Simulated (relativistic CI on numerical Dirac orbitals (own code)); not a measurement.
Au XLII: computed level list

These numbers are calculated, not measured: Dirac-Coulomb-Breit CI, KLI orbitals optimised for each configuration, QED by a radiative potential, unscaled Slater integrals (own radial code, finite nucleus).

CI space (outside the closed core [Ar] 3d10): 4s²4p⁶4d², 4s²4p⁶4d4f, 4s²4p⁵4d³, 4s4p⁶4d³, 4s²4p⁵4d²4f, 4s4p⁶4d²4f, 4s²4p⁶4d5s, 4s²4p⁶4f5s, 4s²4p⁶4d5p, 4s²4p⁶4d5d, 4p⁶4d³4f, 4s²4p⁵4d²5s, 4s²4p⁶4d5f, 4s4p⁶4d4f5s, 4s²4p⁶5s5p, 4s²4p⁶4d5g, 4s4p⁶4d²5s, 4s²4p⁵4d²5d, 4s²4p⁶4d6s, 4s²4p⁶4d6d, 4s²4p⁶4f², 4s²4p⁵4f³, 4s4p⁶4f³, 4p⁶4d⁴, 4p⁵4d⁵, 4p⁵4d⁴4f, 4s²4p⁶4f5p, 4s²4p⁵4f²5p, 4s4p⁶4f²5p, 4s²4p⁶5s², 4s²4p⁵4f5s², 4s4p⁶4f5s², 4s²4p⁶5p², 4s²4p⁵4f5p², 4s4p⁶4f5p², 4p⁶4d³5s, 4p⁵4d⁴5s, 4p⁵4d³4f5s, 4s4p⁶4d5s², 4s4p⁵4d4f5s², 4p⁶4d4f5s². Double excitations out of closed p, d and f shells are left out; levels of such configurations are missing from the list, as are those of other unlisted configurations, and high levels can miss mixing partners. These lack a partner that the ground configuration has and come out too high: 4s²4p⁵4d²5s, 4s4p⁶4d²5s, 4s²4p⁵4d²5d.

The lowest level is 4s²4p⁶4d² ³F2, with 74 % of that term; Hund's rules for 4s²4p⁶4d² give ³F with J = 2, in agreement.

```tsv
No.	Configuration	Term	J	E (cm⁻¹)	%	Landé g	jj configuration (%)
1	4s²4p⁶4d²	³F	2	0	74	0.762	4d3/2^2 (99)
2	4s²4p⁶4d²	³P	0	78012	72		4d3/2^2 (97)
3	4s²4p⁶4d²	³F	3	203433	99	1.078	4d3/2 4d5/2 (99)
4	4s²4p⁶4d²	³P	2	238952	49	1.177	4d3/2 4d5/2 (99)
5	4s²4p⁶4d²	³P	1	251400	99	1.496	4d3/2 4d5/2 (99)
6	4s²4p⁶4d²	¹G	4	251434	67	1.076	4d3/2 4d5/2 (97)
7	4s²4p⁶4d²	³F	4	436452	67	1.164	4d5/2^2 (97)
8	4s²4p⁶4d²	¹D	2	462942	47	1.213	4d5/2^2 (99)
9	4s²4p⁶4d²	¹S	0	553685	72		4d5/2^2 (98)
10	4s²4p⁵4d³	³D°	2	1421811	26	1.109	4p3/2^3 4d3/2^3 (94)
11	4s²4p⁵4d³	⁵D°	1	1437787	31	0.993	4p3/2^3 4d3/2^3 (89)
12	4s²4p⁵4d³	⁵D°	0	1454680	57		4p3/2^3 4d3/2^3 (93)
13	4s²4p⁵4d³	³F°	3	1467703	24	1.066	4p3/2^3 4d3/2^3 (95)
14	4s²4p⁵4d³	⁵F°	3	1588990	36	1.299	4p3/2^3 4d3/2^2 4d5/2 (94)
15	4s²4p⁵4d³	⁵S°	2	1609270	33	1.619	4p3/2^3 4d3/2^2 4d5/2 (94)
16	4s²4p⁵4d³	⁵G°	4	1612717	33	1.210	4p3/2^3 4d3/2^2 4d5/2 (95)
17	4s²4p⁵4d³	³F°	2	1629953	40	1.046	4p3/2^3 4d3/2^2 4d5/2 (94)
18	4s²4p⁵4d³	⁵D°	1	1637772	40	0.950	4p3/2^3 4d3/2^2 4d5/2 (96)
19	4s²4p⁵4d³	³G°	5	1645350	29	1.169	4p3/2^3 4d3/2^2 4d5/2 (93)
20	4s²4p⁵4d³	³G°	3	1649091	44	1.010	4p3/2^3 4d3/2^2 4d5/2 (94)
21	4s²4p⁵4d³	³F°	4	1651116	32	1.125	4p3/2^3 4d3/2^2 4d5/2 (95)
22	4s²4p⁵4d³	³P°	0	1652394	43		4p3/2^3 4d3/2^2 4d5/2 (90)
23	4s²4p⁵4d³	³H°	6	1655997	44	1.128	4p3/2^3 4d3/2^2 4d5/2 (97)
24	4s²4p⁵4d³	³G°	4	1681790	31	1.102	4p3/2^3 4d3/2^2 4d5/2 (95)
25	4s²4p⁵4d³	³D°	2	1688078	31	1.200	4p3/2^3 4d3/2^2 4d5/2 (95)
26	4s²4p⁵4d³	³S°	1	1688967	33	1.628	4p3/2^3 4d3/2^2 4d5/2 (95)
27	4s²4p⁵4d³	³G°	3	1690233	24	1.168	4p3/2^3 4d3/2^2 4d5/2 (93)
28	4s²4p⁵4d³	³G°	5	1720285	32	1.089	4p3/2^3 4d3/2^2 4d5/2 (96)
29	4s²4p⁵4d³	³G°	3	1742094	52	0.828	4p3/2^3 4d3/2^2 4d5/2 (64)
30	4s²4p⁵4d³	⁵D°	4	1742617	32	1.229	4p3/2^3 4d3/2^2 4d5/2 (88)
```

Energies count from the lowest computed level; ° marks odd parity. Filled j subshells are mostly left out of the jj labels.

The mean weight of the leading LS term, summed over parents, in these 30 levels is 47 %, and that of the leading jj configuration (from the same eigenvectors) 94 %, so jj coupling describes them better and the LS labels are nominal.

At this charge energies of transitions that change n are usually good to better than 1 %, and those within a shell (Δn = 0) to a few per cent.

LS names give the leading component of a level, which can be under half, so a name can repeat, a term be missing and a line seem to break the LS rules.
